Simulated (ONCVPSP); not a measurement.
**Cutoff test, iron, ONCV**

```json
{
 "Element": "Fe (Z = 26)",
 "Generator": "ONCVPSP 4.0.1",
 "Type": "optimised norm-conserving Vanderbilt (ONCV)",
 "Functional": "Wu-Cohen",
 "Relativity": "scalar-relativistic",
 "Frozen core": "[Ar]",
 "Valence charge": "8",
 "Reference configuration": "3d6 4s2",
 "Partial waves": "4s: rc 1.85 bohr, ncon 4, nbas 7, qcut 3.3 1/bohr, 2 projectors, debl 3.4 Ha; p scattering state at 0.2 Ha: rc 1.90 bohr, ncon 4, nbas 8, qcut 4.2 1/bohr, 2 projectors, debl 3.7 Ha; 3d: rc 1.15 bohr, ncon 4, nbas 9, qcut 15.4 1/bohr, 3 projectors, debl 1.6 Ha; f scattering state at 0.12 Ha: rc 1.70 bohr, ncon 5, nbas 8, qcut 7.3 1/bohr, 2 projectors, debl 3.4 Ha",
 "Local potential": "polynomial inside 0.90 bohr (lpopt 5, dvloc0 0 Ha)",
 "Core correction": "none"
}
```

**Question.** For each optimised wave give the share of its norm inside rc, the residual kinetic energy above qcut (Ha) and the cutoffs (Ha) for errors of 10, 1, 0.1 and 0.01 mHa per electron.

**Answer.**

| wave | norm inside rc | residual KE | 10 mHa | 1 mHa | 0.1 mHa | 0.01 mHa |
| --- | --- | --- | --- | --- | --- | --- |
| 4s | 0.149 | 6.1e-04 | 2.5 | 4.4 | 31.1 | 39.1 |
| s projector 2 | 0.124 | 1.0e-01 | 32.4 | 48.8 | 58.8 | 88.9 |
| p projector 1 | 0.191 | 1.9e-03 | 1.9 | 19.1 | 54.5 | 72.9 |
| p projector 2 | 0.140 | 1.2e-01 | 65.5 | 77.1 | 101.4 | not reached |
| 3d | 0.615 | 2.0e-07 | 65.4 | 80.2 | 92.2 | 101.8 |
| d projector 2 | 0.137 | 7.2e-08 | 62.3 | 78.9 | 92.1 | 102.4 |
| d projector 3 | 0.074 | 1.9e-07 | 63.5 | 80.8 | 94.4 | 105.3 |
| f projector 1 | 0.000 | 4.0e-09 | 0.2 | 0.4 | 1.1 | 2.8 |
| f projector 2 | 0.168 | 1.4e-03 | 19.3 | 27.6 | 55.8 | 100.8 |

The occupied waves need 80 Ha and 92 Ha for 1 and 0.1 mHa. Rows with under 1 % of the norm inside rc give no meaningful cutoff. Note: ghosts flagged at negative energy: s at -55.3 eV; no localised positive-energy state flagged. A true bound ghost makes a file unfit for plane-wave use. Its largest configuration-test error is -365 meV.
